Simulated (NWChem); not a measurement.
System: BH₃SeO₂; SMILES OB(O)[SeH]

The following NWChem deck was run.

```
start job
memory heap 200 mb stack 900 mb global 1100 mb
geometry units angstroms noautoz
  B     -0.025782    -0.971921     0.000000
  O      1.086349    -1.756012     0.000000
  H      1.921406    -1.280936     0.000000
  O     -1.251010    -1.546514     0.000000
  H     -1.186383    -2.509279     0.000000
  Se     0.099843     0.995525     0.000000
  H     -1.356205     1.178019     0.000000
end
basis spherical
  B library def2-svp
  O library def2-svp
  H library def2-svp
  Se library def2-svp
end
dft
  xc optx lyp
  iterations 150
  mulliken
end
task dft energy
```

Parts of the log:

```
             Northwest Computational Chemistry Package (NWChem) 7.3.0
             --------------------------------------------------------

 CS  symmetry detected

                             Geometry "geometry" -> ""
                             -------------------------

 Output coordinates in angstroms (scale by  1.889725989 to convert to a.u.)

  No.       Tag          Charge          X              Y              Z
 ---- ---------------- ---------- -------------- -------------- --------------
    1 B                    5.0000     0.00260729    -0.97237474     0.00000000
    2 O                    8.0000     1.15453362    -1.69673639     0.00000000
    3 H                    1.0000     1.96338000    -1.17829166     0.00000000
    4 O                    8.0000    -1.19062018    -1.61077036     0.00000000
    5 H                    1.0000    -1.07531993    -2.56878860     0.00000000
    6 Se                  34.0000     0.02432117     0.99895829     0.00000000
    7 H                    1.0000    -1.43932372     1.10442624     0.00000000

 Effective nuclear repulsion energy (a.u.)     232.5002147843

      Symmetry information
      --------------------

 Group name             Cs
 Group number              2
 Group order               2
 No. of unique centers     7

                                 NWChem DFT Module
                                 -----------------

 Summary of "ao basis" -> "ao basis" (spherical)
 ------------------------------------------------------------------------------
       Tag                 Description            Shells   Functions and Types
 ---------------- ------------------------------  ------  ---------------------
 B                          def2-svp                 6       14   3s2p1d
 O                          def2-svp                 6       14   3s2p1d
 H                          def2-svp                 3        5   2s1p
 Se                         def2-svp                12       32   5s4p3d

      Symmetry analysis of basis
      --------------------------

        a'         64
        a"         25

            General Information
            -------------------
          SCF calculation type: DFT
          Wavefunction type:  closed shell.
          No. of atoms     :     7
          No. of electrons :    58
           Alpha electrons :    29
            Beta electrons :    29
          Charge           :     0
          Spin multiplicity:     1
          Use of symmetry is: on ; symmetry adaption is: on
          Maximum number of iterations: 150
          AO basis - number of functions:    89
                     number of shells:    39
          Convergence on energy requested:  1.00D-06
          Convergence on density requested:  1.00D-05
          Convergence on gradient requested:  5.00D-04

              XC Information
              --------------
                        Slater Exchange Functional  1.052 local
                      OPTX     Exchange Functional  1.432 non-local
              Lee-Yang-Parr Correlation Functional  1.000

             Grid Information
             ----------------
          Grid used for XC integration:  medium
          Radial quadrature: Mura-Knowles
          Angular quadrature: Lebedev.
          Tag              B.-S. Rad. Rad. Pts. Rad. Cut. Ang. Pts.
          ---              ---------- --------- --------- ---------
          B                   0.85       49           8.0       434
          O                   0.60       49          10.0       434
          H                   0.35       45          11.0       434
          Se                  1.15      112          10.0       590
          Grid pruning is: on
          Number of quadrature shells:   394
          Spatial weights used:  Erf1

      Superposition of Atomic Density Guess
      -------------------------------------

 Sum of atomic energies:       -2574.89592467

      Non-variational initial energy
      ------------------------------

 Total energy =   -2576.365599
 1-e energy   =   -4045.580682
 2-e energy   =    1236.714869
 HOMO         =      -0.302484
 LUMO         =       0.063325

      Symmetry analysis of molecular orbitals - initial
      -------------------------------------------------

  Numbering of irreducible representations:

     1 a'          2 a"

  Orbital symmetries:

     1 a'          2 a'          3 a'          4 a'          5 a"
     6 a'          7 a'          8 a'          9 a'         10 a'
    11 a'         12 a"         13 a'         14 a'         15 a"
    16 a'         17 a"         18 a'         19 a'         20 a'
    21 a'         22 a'         23 a'         24 a"         25 a'
    26 a"         27 a'         28 a'         29 a"         30 a'
    31 a'         32 a"         33 a'         34 a'         35 a'
    36 a'         37 a'         38 a"         39 a'

     ---------------------------------------------
      Total Density - Mulliken Population Analysis
     ---------------------------------------------

    Atom       Charge   Shell Charges
 -----------   ------   -------------------------------------------------------
    1 B    5     4.47   1.99  0.80  0.11  1.14  0.25  0.18
    2 O    8     8.52   1.99  1.10  0.56  3.09  1.77  0.01
    3 H    1     0.66   0.53  0.07  0.06
    4 O    8     8.52   1.99  1.11  0.56  3.08  1.77  0.01
    5 H    1     0.66   0.52  0.07  0.06
    6 Se  34    34.36   2.00  2.00  2.00  1.32  0.52  6.00  5.98  1.98  2.53  8.20  1.76  0.08
    7 H    1     0.82   0.57  0.23  0.02

   convergence    iter        energy       DeltaE   RMS-Dens  Diis-err
 ---------------- ----- ----------------- --------- --------- ---------
 d= 0,ls=0.0,diis     1  -2578.8844967183 -2.81D+03  1.67D-02  7.94D-01
 d= 0,ls=0.0,diis     2  -2578.8008967553  8.36D-02  9.62D-03  1.83D+00
 d= 0,ls=0.0,diis     3  -2578.9789340502 -1.78D-01  1.66D-03  4.33D-02
 d= 0,ls=0.0,diis     4  -2578.9826921525 -3.76D-03  8.70D-04  4.06D-03
 d= 0,ls=0.0,diis     5  -2578.9832005314 -5.08D-04  2.83D-04  7.90D-04
  Resetting Diis
 d= 0,ls=0.0,diis     6  -2578.9833065854 -1.06D-04  4.87D-05  1.67D-05
 d= 0,ls=0.0,diis     7  -2578.9833087968 -2.21D-06  3.21D-05  2.61D-06
 d= 0,ls=0.0,diis     8  -2578.9833080834  7.13D-07  2.05D-05  9.26D-06
 d= 0,ls=0.0,diis     9  -2578.9833090963 -1.01D-06  3.28D-06  1.11D-07
 d= 0,ls=0.0,diis    10  -2578.9833091113 -1.49D-08  6.01D-07  3.02D-09

         Total DFT energy =    -2578.983309111288
      One electron energy =    -4050.458276638971
           Coulomb energy =     1349.285853456988
    Exchange-Corr. energy =     -110.311100713644
 Nuclear repulsion energy =      232.500214784339

 Numeric. integr. density =       57.999994800744

                  Occupations of the irreducible representations
                  ----------------------------------------------

                     irrep           alpha         beta
                     --------     --------     --------
                     a'               22.0         22.0
                     a"                7.0          7.0

                       DFT Final Molecular Orbital Analysis
                       ------------------------------------

 Vector   27  Occ=2.000000D+00  E=-2.760526D-01  Symmetry=a"
              MO Center= -8.8D-02, -1.6D+00, -2.8D-16, r^2= 1.9D+00
   Bfn.  Coefficient  Atom+Function         Bfn.  Coefficient  Atom+Function
  ----- ------------  ---------------      ----- ------------  ---------------
    39     -0.474049  4 O  pz                20      0.445673  2 O  pz
    42     -0.344387  4 O  pz                23      0.328505  2 O  pz
    13     -0.047720  1 B  d  1

 Vector   28  Occ=2.000000D+00  E=-2.694487D-01  Symmetry=a'
              MO Center=  1.2D-01,  3.8D-01, -1.2D-14, r^2= 3.0D+00
   Bfn.  Coefficient  Atom+Function         Bfn.  Coefficient  Atom+Function
  ----- ------------  ---------------      ----- ------------  ---------------
    68      0.398052  6 Se py                65      0.390934  6 Se py
     5      0.263564  1 B  py                62     -0.249192  6 Se py
    19      0.227125  2 O  py                56      0.196598  6 Se s
    67      0.168995  6 Se px                64      0.154620  6 Se px
    36      0.153719  4 O  s                  2     -0.142503  1 B  s

 Vector   29  Occ=2.000000D+00  E=-2.017072D-01  Symmetry=a"
              MO Center= -8.0D-03,  7.7D-01,  2.2D-15, r^2= 2.2D+00
   Bfn.  Coefficient  Atom+Function         Bfn.  Coefficient  Atom+Function
  ----- ------------  ---------------      ----- ------------  ---------------
    69      0.587386  6 Se pz                66      0.494767  6 Se pz
    63     -0.314017  6 Se pz                39     -0.132553  4 O  pz
    20     -0.118821  2 O  pz                42     -0.102725  4 O  pz
    60      0.101916  6 Se pz                23     -0.093004  2 O  pz
     6     -0.074141  1 B  pz                11      0.031401  1 B  d -1

 Vector   30  Occ=0.000000D+00  E=-1.216530D-02  Symmetry=a'
              MO Center=  1.2D-01,  4.3D-01,  2.5D-15, r^2= 5.0D+00
   Bfn.  Coefficient  Atom+Function         Bfn.  Coefficient  Atom+Function
  ----- ------------  ---------------      ----- ------------  ---------------
    86      0.986087  7 H  s                 67      0.747845  6 Se px
    30      0.662187  3 H  s                 57     -0.439604  6 Se s
    17     -0.407212  2 O  s                 85      0.303850  7 H  s
    56     -0.235131  6 Se s                 64      0.228587  6 Se px
    68     -0.182275  6 Se py                21     -0.166279  2 O  px

 Vector   31  Occ=0.000000D+00  E= 2.382676D-02  Symmetry=a'
              MO Center= -4.7D-01, -1.9D+00,  4.4D-15, r^2= 5.2D+00
   Bfn.  Coefficient  Atom+Function         Bfn.  Coefficient  Atom+Function
  ----- ------------  ---------------      ----- ------------  ---------------
    49      1.059967  5 H  s                 36     -0.747947  4 O  s
     3      0.575189  1 B  s                 68      0.461148  6 Se py
    17     -0.393002  2 O  s                 30      0.393536  3 H  s
    41      0.278009  4 O  py                86     -0.229720  7 H  s
     8      0.212408  1 B  py                67     -0.212161  6 Se px

 Vector   32  Occ=0.000000D+00  E= 2.730420D-02  Symmetry=a"
              MO Center= -1.4D-03, -7.8D-01, -1.0D-13, r^2= 2.6D+00
   Bfn.  Coefficient  Atom+Function         Bfn.  Coefficient  Atom+Function
  ----- ------------  ---------------      ----- ------------  ---------------
     6      0.610796  1 B  pz                 9     -0.613258  1 B  pz
    69      0.335164  6 Se pz                42      0.293198  4 O  pz
    23      0.286792  2 O  pz                39      0.276783  4 O  pz
    20      0.272405  2 O  pz                66      0.167866  6 Se pz
    81      0.125212  6 Se d -1              63     -0.104783  6 Se pz

     ---------------------------------------------
      Total Density - Mulliken Population Analysis
     ---------------------------------------------

    Atom       Charge   Shell Charges
 -----------   ------   -------------------------------------------------------
    1 B    5     5.03   1.99  0.80  0.04  1.61  0.39  0.20
    2 O    8     8.10   1.99  1.09  0.54  2.91  1.56  0.01
    3 H    1     0.83   0.70  0.06  0.08
    4 O    8     8.08   1.99  1.09  0.54  2.91  1.55  0.01
    5 H    1     0.83   0.70  0.06  0.07
    6 Se  34    34.17   2.00  2.00  1.99  1.42  0.44  6.00  5.98  2.04  2.27  8.19  1.73  0.12
    7 H    1     0.95   0.71  0.21  0.03

     -------------------------------------------
      Total Density - Lowdin Population Analysis
     -------------------------------------------

    Atom       Charge   Shell Charges
 -----------   ------   -------------------------------------------------------
    1 B    5     5.36   1.96  0.51  0.23  1.46  0.76  0.45
    2 O    8     7.98   1.97  0.85  0.55  2.71  1.87  0.02
    3 H    1     0.90   0.56  0.16  0.18
    4 O    8     7.97   1.97  0.85  0.55  2.71  1.86  0.02
    5 H    1     0.90   0.56  0.17  0.18
    6 Se  34    33.90   2.00  2.00  1.95  1.04  0.59  5.99  5.81  2.10  2.34  7.85  2.01  0.21
    7 H    1     0.99   0.60  0.32  0.06

     Multipole analysis of the density
     ---------------------------------

     L   x y z        total         alpha         beta         nuclear
     -   - - -        -----         -----         ----         -------
     0   0 0 0     -0.000000    -29.000000    -29.000000     58.000000

     1   1 0 0      0.320768      0.160384      0.160384     -0.000000
     1   0 1 0     -0.453805     -0.226903     -0.226903      0.000000
     1   0 0 1     -0.000000     -0.000000     -0.000000      0.000000

     2   2 0 0    -23.321032    -63.632298    -63.632298    103.943564
     2   1 1 0     -0.114162      1.114938      1.114938     -2.344038
     2   1 0 1     -0.000000     -0.000000     -0.000000      0.000000
     2   0 2 0    -24.395358   -175.844435   -175.844435    327.293512
     2   0 1 1      0.000000      0.000000      0.000000      0.000000
     2   0 0 2    -27.632609    -13.816304    -13.816304      0.000000
```

Level: OLYP/def2-SVP. Structure relaxed at the PBE0/def2-SVP level.
